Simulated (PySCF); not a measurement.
**Working out the ionisation energy of N⁺**

N⁺ [He] 2s2 2p2 (3P) → N²⁺ [He] 2s2 2p1 (2P). Calculation: PySCF 2.14, in def2-QZVPPD (8s4p4d2f1g, 63 functions); the non-relativistic Hamiltonian (point nucleus). Frozen: nothing. Energies in hartree (1 hartree = 27.21139 eV):

| part | N⁺ (lower) | N²⁺ (upper) |
| --- | --- | --- |
| UHF | -53.893782 | -52.820353 |
| CCSD correlation | -0.119379 | -0.107109 |
| (T) | -0.002025 | -0.001458 |

Task: What does Hartree-Fock give?

Result: (-52.820353) − (-53.893782) = 1.073429 hartree = 29.209 eV.

Task: What do CCSD and CCSD(T) give?

Result: The CCSD correlation energies differ by 0.012270 hartree = 0.334 eV and the triples by 0.000567 hartree = 0.015 eV, so CCSD gives 29.543 eV and CCSD(T) 29.558 eV.

A first-order spin-orbit estimate adds -0.003 eV to CCSD(T) (valence and next inner shell), giving 29.555 eV against 29.601 eV (semi-empirical (NIST evaluation); NIST Atomic Spectra Database, ionization energies).

What remains against the reference includes basis incompleteness and higher excitations.
